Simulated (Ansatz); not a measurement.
I₂, SMILES `II`. The species carries charge 0 and has multiplicity 1. I: def2 effective core potential.

Question: List the harmonic frequencies (cm⁻¹, unscaled) at PBE0-D4/def2-TZVP in Ansatz. (Best estimate.)

Answer: Ansatz gave: 226.

Question: Is this a minimum?

Answer: Yes, all 1 modes are real.

Question: Give the ideal-gas thermochemistry at 298.15 K and 1 bar (rigid rotor, harmonic oscillator; point group D∞h, symmetry number 2).

Answer: Zero-point energy 1.4 kJ/mol; H(298) − E = 11.4 kJ/mol; entropy 260.1 J/(mol·K), of which translation 177.9, rotation 74.2, vibration 8.0; G(298) − E = -66.1 kJ/mol.

Question: And at 400, 500, 600, 800 and 1000 K?

Answer: 
```csv
T (K),H − E (kJ/mol),S (J/mol/K),G − E (kJ/mol)
400,15.1,270.9,-93.2
500,18.9,279.1,-120.7
600,22.6,285.9,-149.0
800,30.0,296.6,-207.3
1000,37.5,305.0,-267.5
```
